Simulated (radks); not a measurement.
The germanium anion Ge4-, configuration [Kr]. Method: scalar-relativistic Kohn-Sham, PBEsol, spin-unpolarised, spherical densities, finite nucleus; Fermi nuclear charge, rms radius 4.0742 fm; Watson sphere of charge +5.55 and radius 5.14 bohr; computed with a radial shooting solver on a logarithmic mesh with Libxc functionals. Some entries of the table are withheld. Estimate them.

orbital  occ.  eigenvalue (eV)  <r^2> (bohr^2)  <r> (bohr)
1s          2        -10955.56        0.002976     0.04703
2s          2              (1)         0.05211      0.2102
2p          6        -1201.756         0.04140      0.1838
3s          2        -171.7896          0.4502         (2)
3p          6        -119.0977          0.4935      0.6473
3d         10         -32.9745             (3)      0.7371
4s          2         -16.2236           6.679         (4)
4p          6              (5)           18.21       3.951

Answer. 
(1) 2s eigenvalue (eV): -1374.301
(2) 3s <r> (bohr): 0.6247
(3) 3d <r^2> (bohr^2): 0.6993
(4) 4s <r> (bohr): 2.360
(5) 4p eigenvalue (eV): -10.3286
